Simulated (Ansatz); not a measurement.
Relaxation of BClFH$_{3}$NO (8 atoms, charge 0, multiplicity 2), to a largest force component of 0.03 eV/Å in at most 50 steps.

Level of theory: UKS PBE/def2-SVP (Ansatz).

```xyz
8
Properties=species:S:1:pos:R:3
B -0.021 -0.091 -0.084
Cl 0.293 -0.457 1.683
O 0.933 -0.282 -1.020
H 1.761 -0.619 -0.632
F -1.212 0.374 -0.438
N 0.314 -0.218 4.608
H -0.696 -0.483 4.686
H 0.226 0.824 4.561
```

**Question.** Where does it end, and by what steps?

**Answer.** It converged. The force dipped under the threshold on the way, but the program's further checks kept it going. After 30 steps the energy has fallen by 0.060 eV; F5 moved furthest, 1.59 Å.

```
step  energy less start (eV)  largest force component (eV/Å)  accepted
   0                  0.0000                           0.934       yes
   2                 -0.0267                           0.235       yes
   4                 -0.0166                           0.473        no
   6                 -0.0317                           0.055       yes
   8                 -0.0339                           0.128       yes
  10                 -0.0366                           0.081       yes
  12                 -0.0371                           0.038       yes
  14                 -0.0380                           0.103       yes
  16                 -0.0391                           0.022       yes
  18                 -0.0401                           0.087       yes
  20                 -0.0376                           0.365        no
  22                 -0.0432                           0.113       yes
  24                 -0.0467                           0.315       yes
  26                 -0.0541                           0.201       yes
  28                 -0.0569                           0.519       yes
  30                 -0.0603                           0.025       yes
```

```xyz
8
Properties=species:S:1:pos:R:3
B 0.320 -0.159 0.544
Cl 1.510 -0.901 1.637
O 0.451 -0.168 -0.799
H 1.260 -0.620 -1.097
F -0.749 0.431 1.078
N -0.201 0.054 4.392
H -0.865 -0.505 3.806
H -0.126 0.916 3.805
```

Whether the end is a true minimum wasn't checked by a vibrational analysis.

Run time: 47 s on 4 threads of Arm Neoverse V1 (shared host), peak memory 0.2 GiB.
